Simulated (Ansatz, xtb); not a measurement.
Stretching the Be1–F2 bond in BeF2 (SMILES [F][Be][F]) (multiplicity 1 held, fragments rigid). Energies count from the point at 1.381 Å.
Geometry at that point (charge 0, multiplicity 1):
| atom | x (Å) | y (Å) | z (Å) |
|---|---|---|---|
| Be | 0.0000 | 0.0000 | 0.0000 |
| F | 0.0000 | 0.0000 | -1.3812 |
| F | 0.0000 | 0.0000 | 1.3812 |

Restricted levels (R-, RO-) in cc, def2 and unpolarised 6-31G sets keep to the state of the molecule at rest. Unrestricted levels (U-) break spin symmetry where that is lower. Left out are points that failed, MP2 points that dive below the minimum, coupled-cluster points behind a jump of the amplitudes or a sharp parting from full CI or MRCI, small-basis points behind a change of solution, and semi-empirical points at long bonds. Levels need not reach the same state.

Frozen-core correlation.

Run with Ansatz (Gaussian basis) for Hartree–Fock, density functionals and correlated methods; xtb for the GFN methods.  The GFN methods have no spin term and hold the electronic entropy of 300 K.

Energies in eV.

| R (Å) | GFN2-xTB | R-HF/aug-cc-pVDZ | R-CCSD/aug-cc-pVDZ | U-CCSD/aug-cc-pVDZ | U-CCSD(T)/aug-cc-pVDZ |
|---|---|---|---|---|---|
| 1.105 | 2.33 | 2.63 | 2.87 | 2.87 | 2.89 |
| 1.243 | 0.36 | 0.53 | 0.65 | 0.65 | 0.66 |
| 1.381 | 0.00 | 0.00 | 0.00 | 0.00 | 0.00 |
| 1.519 | 0.26 | 0.22 | 0.13 | 0.13 | 0.11 |
| 1.657 | 0.74 | 0.80 | 0.62 | 0.62 | 0.59 |
| 1.865 | 1.53 | 1.90 | 1.61 | 1.61 | 1.56 |
| 2.072 | … | 3.01 | 2.63 | 2.63 | 2.56 |
| 2.417 | 3.28 | 4.64 | 4.14 | 4.14 | 4.09 |
| 2.762 | 4.04 | 5.93 | 5.35 | 5.34 | 5.28 |
| 3.177 | … | 7.11 | 6.42 | 6.30 | 6.27 |
| 3.729 | left out | 8.22 | left out | 6.75 | 6.80 |
| 4.420 | left out | 9.13 | left out | 6.83 | 6.89 |

What belongs in the gaps?


- 2.072, GFN2-xTB: 2.27
- 3.177, GFN2-xTB: 4.67

Doubts at one or more of the structures used: a restricted determinant that unrestricted orbitals would lower (R-HF/aug-cc-pVDZ, R-CCSD/aug-cc-pVDZ); T1 above 0.05 (R-CCSD/aug-cc-pVDZ, U-CCSD/aug-cc-pVDZ, U-CCSD(T)/aug-cc-pVDZ); other coupled-cluster roots lie near (R-CCSD/aug-cc-pVDZ); a spin-contaminated determinant (U-CCSD/aug-cc-pVDZ, U-CCSD(T)/aug-cc-pVDZ); the program's own flag: other amplitudes (U-CCSD/aug-cc-pVDZ, U-CCSD(T)/aug-cc-pVDZ).

Ansatz is an electronic-structure program.
